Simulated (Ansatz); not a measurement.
Molecule: GeH₃, charge 0, multiplicity 2. 
Structure (B3LYP-D3(BJ)/def2-TZVP (Ansatz, a quantum-chemistry and plane-wave program) minimum search):
```xyz
4

Ge    -0.0167    -0.0237    -0.0294
H      0.5517    -0.9452     1.0702
H     -1.1244     0.8871     0.5402
H      1.1063     0.8180    -0.6708
```
Charge 0, spin multiplicity 2.

Basis-set convergence of Hartree-Fock and CCSD(T) correlation energies (hartree) with Ansatz. Valence correlation only, unless marked. UHF or UKS for open shells. Spin-orbit coupling is left out. Frozen are the shells of the preceding noble gas and the d and f shells that filled before the atom's block. Non-relativistic.

| basis | functions | E(HF) | E(corr, CCSD(T)) |
|---|---|---|---|
| aug-cc-pVDZ | 63 | -2077.03536 | -0.12409 |
| aug-cc-pVTZ | 128 | -2077.10847 | -0.14266 |
| aug-cc-pVQZ | 231 | -2077.11212 | -0.14742 |

Extrapolating the two largest sets (X = 3 and 4) as X^-3: E(corr) = (64·(-0.14742) - 27·(-0.14266))/37 = -0.1509 Eh, an estimate of the basis-set limit. The largest set recovers 97.7 % of it, the smallest 82.2 %.
